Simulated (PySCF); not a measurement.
Stretching PSe

Set-up: basis P def2-SVP, Se def2-SVP; no relativity; PySCF 2.14. Energies in eV from P + Se in their ground configurations at the same level. State: ²Π (doublet), unpaired electrons π ↑.

All columns are PBE0. A positive dipole means P(−)Se(+).

| R (Å) | E (eV) | μ (D) | Mulliken charge on P (basis-dependent) | HOMO (eV) | LUMO (eV) | Mayer bond order | ⟨S²⟩ |
| --- | --- | --- | --- | --- | --- | --- | --- |
| 1.758 | -1.977 | 0.34 | -0.01 | -4.81 | -2.81 | 2.33 | 0.75 |
| 1.840 | -2.973 | 0.18 | 0.03 | -5.06 | -3.07 | 2.32 | 0.75 |
| 1.921 | -3.513 | 0.01 | 0.06 | -5.30 | -3.32 | 2.31 | 0.75 |
| 1.983 | -3.699 | -0.12 | 0.08 | -5.47 | -3.50 | 2.30 | 0.75 |
| 2.044 | -3.745 | -0.26 | 0.10 | -5.63 | -3.67 | 2.29 | 0.76 |
| 2.105 | -3.685 | -0.40 | 0.12 | -5.78 | -3.84 | 2.28 | 0.76 |
| 2.187 | -3.487 | -0.57 | 0.13 | -5.96 | -4.05 | 2.24 | 0.79 |
| 2.289 | -3.136 | -0.70 | 0.14 | -6.13 | -4.21 | 2.04 | 0.98 |
| 2.412 | -2.684 | -0.78 | 0.13 | -6.26 | -4.23 | 1.72 | 1.25 |
| 2.575 | -2.108 | -0.93 | 0.13 | -6.37 | -4.16 | 1.40 | 1.49 |

A fit through these points gives, at Re = 2.037 Å, μ = -0.24 D and dμ/dR = -2.23 D/Å; the reduced mass is 22.32 u.

Problem. How strong is the fundamental in the double-harmonic approximation, I = 42.26·(dμ/dR)²/μred km/mol?

Solution. I = 42.26·(-2.23)²/22.32 = 9.42 km/mol at PBE0.

⟨S²⟩ of the unrestricted solution departs from its pure value on part of the curve, where spin states mix. Spin–orbit coupling is left out. The state was picked by a PBE0 search and need not be the measured ground state.
